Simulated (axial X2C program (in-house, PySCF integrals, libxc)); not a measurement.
## FeO: from the spin-free to the two-component result

All values were computed with an axial X2C code built on PySCF integrals. Spin-free means the one-electron spin-free X2C Hamiltonian; two-component (2c) means X2C with spin–orbit coupling and atomic mean-field two-electron Coulomb and Gaunt terms, so the difference of the two also holds small scalar two-electron terms. Basis: Fe dyall-cv3z [9s10p6d3f2g], O dyall-av3z [7s6p3d2f] (cores contracted in-house); Gaussian nuclei, density fitting, unrestricted open shells. Masses: Fe 55.935 u, O 15.995 u.

Spin-free state: M_S = 2, Λ = 2 (beyond evenly filled blocks: σα, π+α, π-α, δ+α, δ+β, δ-α); fragments Fe + O.

| level | Re (Å) | ωe (cm⁻¹) | De (eV) | μ (D) |
| --- | --- | --- | --- | --- |
| PBE0 | 1.594 | 923.3 | 3.968 | -5.13 |
| PW91 | 1.596 | 935.2 | 5.544 | -4.17 |

Dipoles are positive if O is the positive end.

Two-component determinant lowest at the distance of the search:

Ω = 4 (⟨Sz⟩ = 2.00, ⟨Lz⟩ = 2.00 at PBE0); fragments Fe + O.

```json
{"level": "PBE0", "Re (Å)": "1.594", "ωe (cm⁻¹)": "922.9", "De (eV)": "n/a", "μ (D)": "-5.13"}
{"level": "PW91", "Re (Å)": "1.596", "ωe (cm⁻¹)": "934.7", "De (eV)": "5.582", "μ (D)": "-4.17"}
```

**Question.** From the two tables, how do the constants change at the PBE0 level (2c against spin-free)?

**Answer.** At the PBE0 level Re is unchanged within 0.001 Å and ωe decreases by 0.4 cm⁻¹.

Occupations by symmetry block were frozen at the best pattern of an incomplete PBE0 search. Dissociation energies refer to the lowest single-determinant-based atoms at the same level and basis. De is not given where an atomic determinant may have missed its ground term or J level, or where the truncated virtual space spoils (T). Density functionals use the spin component along the axis (collinear). The 2c atoms are single determinants rather than J levels; their spin–orbit lowering is only partly caught, and De is too large by that part. This holds for PW91. PBE0 can misorder states that lie within some tenths of an eV, so this need not be the ground state of the molecule. The nearest other spin-free determinant of the search, M_S = 2, Λ = 0, lies 0.21 eV up at the distance of the search. Without a current term, density functionals place determinants with orbital angular momentum somewhat too high. With several unpaired electrons one determinant need not be a pure state. Open-shell Ω = 0 determinants with evenly filled partner blocks cannot be reached by this program, so the Ω shown need not be the lowest component. At some level and bond length an empty orbital lies below a filled one. The determinant is spin-polarised beyond a pure state at some levels (its spin-free form has ⟨S²⟩ too high), which makes Re and μ there less reliable.
